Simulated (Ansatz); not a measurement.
The same molecule with X = B, Al, Ga. Ansatz, PBE0-D4/def2-TZVP geometries, multiplicity 1. Each molecule was computed in one conformer, which needn't be the lowest.

Scalar relativity is left out up to krypton.

| X | molecule | mean X–Cl bond length / Å | mean X–N bond length / Å | mean X–S bond length / Å | HOMO–LUMO gap (PBE/def2-TZVPP) / eV | HOMO energy (PBE/def2-TZVPP) / eV | HOMO–LUMO gap (PBE0/def2-TZVPP) / eV |
| --- | --- | --- | --- | --- | --- | --- | --- |
| Al | `[NH2][Al]([SH])[Cl]` | 2.090 | 1.754 | 2.173 | 5.06 | -6.30 | 7.21 |
| Ga | `[NH2][Ga]([SH])[Cl]` | 2.141 | 1.799 | 2.186 | 4.65 | -6.26 | 6.91 |

Give the row for X = B, `NB(S)Cl`. (Best estimate.)

Ansatz gave: 
```json
{"X": "B", "molecule": "`NB(S)Cl`", "mean X–Cl bond length / Å": "1.772", "mean X–N bond length / Å": "1.391", "mean X–S bond length / Å": "1.813", "HOMO–LUMO gap (PBE/def2-TZVPP) / eV": "5.67", "HOMO energy (PBE/def2-TZVPP) / eV": "-6.27", "HOMO–LUMO gap (PBE0/def2-TZVPP) / eV": "7.81"}
```

From B to Ga the mean X–Cl bond length rises at each step, by 0.369 Å in all; the mean X–N bond length rises at each step, by 0.408 Å in all; the mean X–S bond length rises at each step, by 0.373 Å in all; the HOMO–LUMO gap (PBE/def2-TZVPP) falls at each step, by 1.02 eV in all; the HOMO energy (PBE/def2-TZVPP) hardly changes; the HOMO–LUMO gap (PBE0/def2-TZVPP) falls at each step, by 0.90 eV in all.
